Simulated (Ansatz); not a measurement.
Species: C$_{5}$H$_{9}$, charge 0, multiplicity 2. It need not be the lowest isomer of its formula. SMILES: [CH2]C/C=C\C
Structure (B3LYP-D3(BJ)/def2-TZVP (Ansatz, a quantum-chemistry and plane-wave program) minimum search):
```xyz
14

C      2.0754     0.8494    -0.0247
C      1.1781    -0.3351    -0.1324
C     -0.1092    -0.0317    -0.8470
C     -1.3404    -0.0500    -0.3414
C     -1.7527    -0.3877     1.0576
H      1.6595     1.8416     0.0831
H      3.1470     0.7298     0.0589
H      0.9698    -0.7412     0.8673
H      1.7039    -1.1391    -0.6614
H      0.0068     0.2525    -1.8887
H     -2.1563     0.2096    -1.0102
H     -0.9077    -0.6135     1.7063
H     -2.3067     0.4422     1.5057
H     -2.4240    -1.2514     1.0661
```
Charge 0, spin multiplicity 2.

Atomisation energy built up term by term with Ansatz (kcal/mol; UHF references for open shells; valence terms freeze the core; atomic spin-orbit terms are left out). CBS(X,Y): correlation extrapolated as X^-3; Hartree-Fock from the larger set.

```
term                                          basis  kcal/mol
-----------------------  --------------------------  --------
Hartree-Fock                                cc-pVQZ   1020.59
CCSD correlation               CBS(cc-pVTZ,cc-pVQZ)    299.38
(T)                            CBS(cc-pVTZ,cc-pVQZ)     18.25
core correlation                          cc-pwCVTZ      5.61
scalar relativity (X2C)  cc-pVTZ-DK against cc-pVTZ     -0.89
sum: De                                                1342.9
```

(T) makes 1.4 % of the CCSD(T) atomisation energy; under 5 % is typical of single-reference molecules.
